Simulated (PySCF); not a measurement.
PySCF input file for C₆H₁₀, SMILES CCC#CCC, PBE-D3(BJ)/def2-SVP. Geometry optimised at PBE-D3(BJ)/def2-SVP.

```python
import numpy as np
from pyscf import gto, scf, dft, df
from pyscf.hessian import thermo

mol = gto.M(
    atom='''
    C     2.66226016   -0.00000000   -0.87397883
    C     2.07508283    0.00000000    0.54802275
    C     0.61260918    0.00000000    0.57665400
    C    -0.61260918    0.00000000    0.57665400
    C    -2.07508282    0.00000000    0.54802275
    C    -2.66226017   -0.00000000   -0.87397883
    H     2.33214464    0.89438824   -1.43876757
    H     3.77023253   -0.00000000   -0.84129199
    H     2.33214464   -0.89438824   -1.43876757
    H     2.45270076    0.88521002    1.10731983
    H     2.45270076   -0.88521002    1.10731983
    H    -2.45270076    0.88521002    1.10731983
    H    -2.45270076   -0.88521002    1.10731983
    H    -2.33214464   -0.89438824   -1.43876757
    H    -3.77023254   -0.00000000   -0.84129199
    H    -2.33214464    0.89438824   -1.43876757
    ''',
    basis='def2-SVP',
    charge=0,
    spin=0,
    max_memory=1600,
    verbose=3,
)
mf = dft.RKS(mol, xc='pbe').density_fit(auxbasis='def2-universal-jkfit')
mf.disp = 'd3bj'
mf.grids.level = 3
mf.conv_tol = 1e-11
mf.max_cycle = 100
mf.kernel()

# [left out here: the lines that compute and print the analytic Hessian (its translational invariance restored by hand, since the grid's response is missing), thermochemistry and intensities]
```

It prints:

```
converged SCF energy = -234.110978608232

WARN: DFTD3 does not support analytical Hessian, using finite difference


WARN: Mole.unit (angstrom) is changed to Bohr

Mode                                 0                   1                   2
Irrep
Freq [cm^-1]                        4.8410             85.6842            151.4815
Reduced mass [au]                   1.8122              3.1254              1.5380
Force const [Dyne/A]                0.0000              0.0135              0.0208
Char temp [K]                       6.9651            123.2804            217.9482
Normal mode                   x     y     z       x     y     z       x     y     z
       0   C                -0.00 -0.09 -0.00   -0.14  0.00 -0.06   -0.00  0.03  0.00
       1   C                -0.00  0.10 -0.00   -0.00 -0.00 -0.01    0.00  0.05  0.00
       2   C                -0.00  0.03  0.00   -0.00 -0.00  0.09    0.00 -0.11  0.00
       3   C                -0.00 -0.03  0.00    0.00  0.00  0.09    0.00 -0.11 -0.00
       4   C                 0.00 -0.10 -0.00    0.00  0.00 -0.01    0.00  0.05 -0.00
       5   C                 0.00  0.09 -0.00    0.14 -0.00 -0.06   -0.00  0.03  0.00
       6   H                -0.05 -0.20 -0.14   -0.19 -0.00 -0.03   -0.21 -0.11 -0.10
       7   H                -0.00 -0.03 -0.00   -0.13  0.00 -0.17   -0.00  0.30 -0.00
       8   H                 0.05 -0.20  0.14   -0.19  0.00 -0.03    0.21 -0.11  0.10
       9   H                -0.04  0.21 -0.14    0.04  0.00 -0.04   -0.12  0.15 -0.07
      10   H                 0.04  0.21  0.14    0.04 -0.00 -0.04    0.12  0.15  0.07
      11   H                -0.04 -0.21  0.14   -0.04  0.00 -0.04    0.12  0.15 -0.07
      12   H                 0.04 -0.21 -0.14   -0.04 -0.00 -0.04   -0.12  0.15  0.07
      13   H                 0.05  0.20 -0.14    0.19  0.00 -0.03   -0.21 -0.11  0.10
      14   H                 0.00  0.03 -0.00    0.13 -0.00 -0.17   -0.00  0.30  0.00
      15   H                -0.05  0.20  0.14    0.19 -0.00 -0.03    0.21 -0.11 -0.10
Mode                                 3                   4                   5
Irrep
Freq [cm^-1]                      209.6965            226.5415            285.8307
Reduced mass [au]                   3.3705              1.1619              1.3815
Force const [Dyne/A]                0.0873              0.0351              0.0665
Char temp [K]                     301.7066            325.9428            411.2468
Normal mode                   x     y     z       x     y     z       x     y     z
       0   C                -0.10 -0.00  0.01   -0.00 -0.01 -0.00   -0.00  0.00 -0.00
       1   C                 0.06 -0.00  0.07    0.00  0.04  0.00    0.00  0.06  0.00
       2   C                 0.06  0.00  0.10    0.00  0.06  0.00    0.00 -0.09  0.00
       3   C                 0.06  0.00 -0.10    0.00 -0.06  0.00    0.00 -0.09 -0.00
       4   C                 0.06 -0.00 -0.07    0.00 -0.04 -0.00    0.00  0.06 -0.00
       5   C                -0.10 -0.00 -0.01    0.00  0.01 -0.00   -0.00  0.00 -0.00
       6   H                -0.18 -0.00  0.05    0.31  0.16  0.09    0.25  0.13  0.06
       7   H                -0.09  0.00 -0.14   -0.00 -0.40 -0.00   -0.00 -0.31 -0.00
       8   H                -0.18  0.00  0.05   -0.31  0.16 -0.09   -0.25  0.13 -0.06
       9   H                 0.10  0.00  0.04    0.04  0.03 -0.01   -0.10  0.16 -0.08
      10   H                 0.10 -0.00  0.04   -0.04  0.03  0.01    0.10  0.16  0.08
      11   H                 0.10 -0.00 -0.04    0.04 -0.03  0.01    0.10  0.16 -0.08
      12   H                 0.10  0.00 -0.04   -0.04 -0.03 -0.01   -0.10  0.16  0.08
      13   H                -0.18 -0.00 -0.05   -0.31 -0.16  0.09    0.25  0.13 -0.06
      14   H                -0.09 -0.00  0.14    0.00  0.40 -0.00   -0.00 -0.31  0.00
      15   H                -0.18  0.00 -0.05    0.31 -0.16 -0.09   -0.25  0.13  0.06
Mode                                 6                   7                   8
Irrep
Freq [cm^-1]                      385.6066            414.8267            540.1929
Reduced mass [au]                   2.9754              3.9571              4.7887
Force const [Dyne/A]                0.2607              0.4012              0.8233
Char temp [K]                     554.8020            596.8433            777.2174
Normal mode                   x     y     z       x     y     z       x     y     z
       0   C                 0.00  0.01 -0.00   -0.09  0.00  0.06    0.04  0.00 -0.04
       1   C                 0.00  0.02 -0.00   -0.03  0.00  0.06   -0.03  0.00 -0.04
       2   C                 0.00 -0.17  0.00   -0.01 -0.00 -0.14   -0.04 -0.00  0.17
       3   C                -0.00  0.17  0.00    0.01  0.00 -0.14   -0.04  0.00 -0.17
       4   C                -0.00 -0.02 -0.00    0.03 -0.00  0.06   -0.03  0.00  0.04
       5   C                -0.00 -0.01 -0.00    0.09 -0.00  0.06    0.04  0.00  0.04
[...]
Mode                                33                  34                  35
Irrep
Freq [cm^-1]                     2951.8324           2977.3736           2977.9750
Reduced mass [au]                   1.0610              1.0359              1.0360
Force const [Dyne/A]                5.4470              5.4104              5.4129
Char temp [K]                    4247.0296           4283.7777           4284.6430
Normal mode                   x     y     z       x     y     z       x     y     z
       0   C                 0.00  0.00  0.00   -0.02 -0.00  0.03    0.02  0.00 -0.03
       1   C                -0.03  0.00 -0.04    0.00  0.00  0.00   -0.00 -0.00  0.00
       2   C                -0.00  0.00 -0.00    0.00 -0.00  0.00   -0.00 -0.00 -0.00
       3   C                -0.00  0.00  0.00    0.00 -0.00 -0.00    0.00  0.00 -0.00
       4   C                -0.03  0.00  0.04    0.00 -0.00 -0.00    0.00  0.00  0.00
       5   C                 0.00 -0.00 -0.00   -0.02  0.00 -0.03   -0.02 -0.00 -0.03
       6   H                -0.01  0.02 -0.01   -0.12  0.32 -0.19    0.12 -0.32  0.19
       7   H                -0.02 -0.00 -0.00    0.42  0.00  0.02   -0.42 -0.00 -0.02
       8   H                -0.01 -0.02 -0.01   -0.12 -0.32 -0.19    0.12  0.32  0.19
       9   H                 0.16  0.39  0.23   -0.01 -0.01 -0.01    0.00  0.00  0.00
      10   H                 0.16 -0.39  0.23   -0.01  0.01 -0.01    0.00 -0.00  0.00
      11   H                 0.16 -0.39 -0.23   -0.01  0.01  0.01   -0.00  0.00  0.00
      12   H                 0.16  0.39 -0.23   -0.01 -0.01  0.01   -0.00 -0.00  0.00
      13   H                -0.01  0.02  0.01   -0.12  0.32  0.19   -0.12  0.32  0.19
      14   H                -0.02 -0.00  0.00    0.42  0.00 -0.02    0.42  0.00 -0.02
      15   H                -0.01 -0.02  0.01   -0.12 -0.32  0.19   -0.12 -0.32  0.19
Mode                                36                  37                  38
Irrep
Freq [cm^-1]                     2988.9147           2989.9113           3070.6477
Reduced mass [au]                   1.1028              1.1029              1.1041
Force const [Dyne/A]                5.8047              5.8089              6.1337
Char temp [K]                    4300.3827           4301.8167           4417.9783
Normal mode                   x     y     z       x     y     z       x     y     z
       0   C                -0.00 -0.01  0.00   -0.00  0.01  0.00   -0.06 -0.00 -0.03
       1   C                 0.00  0.06  0.00    0.00 -0.06  0.00   -0.00 -0.00 -0.00
       2   C                 0.00  0.00 -0.00    0.00 -0.00 -0.00    0.00  0.00 -0.00
       3   C                 0.00  0.00  0.00   -0.00  0.00  0.00    0.00  0.00  0.00
       4   C                 0.00  0.06 -0.00    0.00  0.06 -0.00   -0.00 -0.00  0.00
       5   C                -0.00 -0.01  0.00   -0.00 -0.01  0.00   -0.06 -0.00  0.03
       6   H                -0.02  0.05 -0.03    0.02 -0.05  0.03    0.08 -0.24  0.14
       7   H                 0.00 -0.00  0.00    0.00  0.00  0.00    0.53 -0.00  0.02
       8   H                 0.02  0.05  0.03   -0.02 -0.05 -0.03    0.08  0.24  0.14
       9   H                -0.16 -0.37 -0.24    0.16  0.37  0.24    0.01  0.02  0.01
      10   H                 0.16 -0.37  0.24   -0.16  0.37 -0.24    0.01 -0.02  0.01
      11   H                 0.16 -0.37 -0.24    0.16 -0.37 -0.24    0.01 -0.02 -0.01
      12   H                -0.16 -0.37  0.24   -0.16 -0.37  0.24    0.01  0.02 -0.01
      13   H                -0.02  0.05  0.03   -0.02  0.05  0.03    0.08 -0.24 -0.14
      14   H                -0.00 -0.00  0.00   -0.00 -0.00  0.00    0.53 -0.00 -0.02
      15   H                 0.02  0.05 -0.03    0.02  0.05 -0.03    0.08  0.24 -0.14
Mode                                39                  40                  41
Irrep
Freq [cm^-1]                     3070.9364           3073.9178           3073.9970
Reduced mass [au]                   1.1040              1.1042              1.1042
Force const [Dyne/A]                6.1342              6.1471              6.1477
Char temp [K]                    4418.3937           4422.6834           4422.7973
Normal mode                   x     y     z       x     y     z       x     y     z
       0   C                -0.06 -0.00 -0.03    0.00 -0.06  0.00   -0.00  0.06 -0.00
       1   C                -0.00 -0.00 -0.00    0.00 -0.01  0.00   -0.00  0.01 -0.00
       2   C                -0.00  0.00  0.00    0.00  0.00 -0.00    0.00 -0.00 -0.00
       3   C                 0.00 -0.00  0.00   -0.00 -0.00 -0.00    0.00 -0.00  0.00
       4   C                 0.00  0.00 -0.00   -0.00  0.01  0.00   -0.00  0.01  0.00
       5   C                 0.06  0.00 -0.03   -0.00  0.06  0.00   -0.00  0.06  0.00
       6   H                 0.08 -0.24  0.14   -0.15  0.38 -0.24    0.14 -0.37  0.24
       7   H                 0.53 -0.00  0.02   -0.00 -0.01 -0.00    0.00  0.01  0.00
       8   H                 0.08  0.24  0.14    0.15  0.38  0.24   -0.14 -0.37 -0.24
       9   H                 0.01  0.02  0.01    0.02  0.05  0.03   -0.02 -0.04 -0.03
      10   H                 0.01 -0.02  0.01   -0.02  0.05 -0.03    0.02 -0.04  0.03
      11   H                -0.01  0.02  0.01    0.02 -0.04 -0.03    0.02 -0.05 -0.03
      12   H                -0.01 -0.02  0.01   -0.02 -0.04  0.03   -0.02 -0.05  0.03
      13   H                -0.08  0.24  0.14    0.14 -0.37 -0.24    0.15 -0.38 -0.24
      14   H                -0.53  0.00  0.02    0.00  0.01 -0.00    0.00  0.01 -0.00
      15   H                -0.08 -0.24  0.14   -0.14 -0.37  0.24   -0.15 -0.38  0.24
temperature 298.1500 [K]
pressure 101325.00 [Pa]
Rotational constants [GHz] 9.26542 1.38864 1.24565
Symmetry number 2
Zero-point energy (ZPE) 0.13754 [Eh]   361120.872 [J/mol]
                           tot       elec      trans        rot        vib
Entropy [J/mol/K]       379.203      0.000    163.727    108.866    106.610
Cv [J/mol/K]            115.080      0.000     12.472     12.472     90.137
Cp [J/mol/K]            123.394      0.000     20.786     12.472     90.137
Internal energy [J/mol]                      3718.434   3718.434 375042.275
Internal energy [Eh]   -233.96530  -234.11098
Enthalpy [J/mol]                             6197.391   3718.434 375042.275
Enthalpy [Eh]          -233.96436
Gibbs free energy [J/mol]                  -42617.887 -28739.888 343256.417
Gibbs free energy [Eh] -234.00742
mode   freq/cm-1   IR/(km/mol)
   1        4.84         0.000
   2       85.68         1.624
   3      151.48         4.585
   4      209.70         0.217
   5      226.54         0.000
   6      285.83         3.887
   7      385.61         0.000
   8      414.83         6.030
   9      540.19         0.835
  10      689.97         0.032
  11      758.87         0.000
  12      760.30         5.861
  13      913.59         2.203
  14      980.18         0.000
  15     1039.65         0.000
  16     1043.07         4.473
  17     1051.59         1.025
  18     1056.81         0.832
  19     1144.00         8.863
  20     1226.34         0.000
  21     1229.13         0.189
  22     1289.30         0.005
  23     1309.40        35.880
  24     1341.22         0.357
  25     1341.76         2.132
  26     1392.89         1.523
  27     1393.89         4.014
  28     1415.09         0.000
  29     1415.60        13.726
  30     1428.52         1.080
  31     1429.16         2.566
  32     2292.98         0.011
  33     2951.17        24.593
  34     2951.83        33.577
  35     2977.37        26.550
  36     2977.97        28.032
  37     2988.91        16.063
  38     2989.91         0.000
  39     3070.65        38.774
  40     3070.94         5.932
  41     3073.92         0.008
  42     3074.00        33.688
max |gradient| / (hartree/bohr): 2.065489793285079e-05
APT charges: [ 0.0482  0.1834 -0.1081 -0.1081  0.1834  0.0482 -0.0029 -0.0295 -0.0029
 -0.044  -0.044  -0.044  -0.044  -0.0029 -0.0295 -0.0029]
```

Self-consistency was reached.

Cost: very roughly 6 core-minutes.
